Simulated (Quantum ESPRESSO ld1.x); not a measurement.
Values are calculated unless marked as measured or tabulated.
Problem. Radial electron density D(r) = 4 pi r^2 rho(r) of an atom or ion with 1 electrons. Level of theory: Dirac Kohn-Sham, PBE, spin-unpolarised, spherical densities, point nucleus (ld1.x of Quantum ESPRESSO 7.5).

```
   r/bohr * D(r) (the largest magnitude, 7, reaches the edge; | marks zero)
 0.006239 | *
 0.006868 |  *
  0.00756 |  *
 0.008321 |   *
  0.00916 |    *
  0.01008 |    *
  0.01101 |     *
  0.01212 |      *
  0.01334 |        *
  0.01468 |         *
  0.01616 |           *
  0.01779 |             *
  0.01959 |               *
  0.02156 |                 *
  0.02373 |                    *
  0.02612 |                       *
  0.02875 |                          *
  0.03165 |                             *
  0.03484 |                                 *
  0.03835 |                                     *
  0.04222 |                                        *
  0.04647 |                                            *
  0.05115 |                                               *
  0.05631 |                                                  *
  0.06198 |                                                    *
  0.06822 |                                                     *
   0.0751 |                                                      *
  0.08201 |                                                      *
  0.09027 |                                                     *
  0.09937 |                                                  *
   0.1094 |                                               *
   0.1204 |                                           *
   0.1325 |                                      *
   0.1459 |                                *
   0.1606 |                          *
   0.1768 |                     *
   0.1946 |                *
   0.2142 |           *
   0.2358 |       *
   0.2595 |     *
   0.2857 |  *
   0.3144 | *
   0.3461 |*
    0.381 |*
   0.4194 *
   0.4616 *
   0.5082 *
   0.5594 *
   0.6108 *
   0.6724 *
```

What is the nuclear charge?

Solution. Z = 13. The innermost maximum, from 1s, lies near gamma/Z bohr with gamma = sqrt(1 - (Z/c)^2) = 0.995, here 0.0766 bohr (found: 0.0769), and its height grows with Z. The density is that of the aluminium ion Al12+ in 1s1; the configuration itself is not fixed sharply by these data, and Z only to about a unit. D(r) has 1 maximum, at r = 0.0769 bohr.
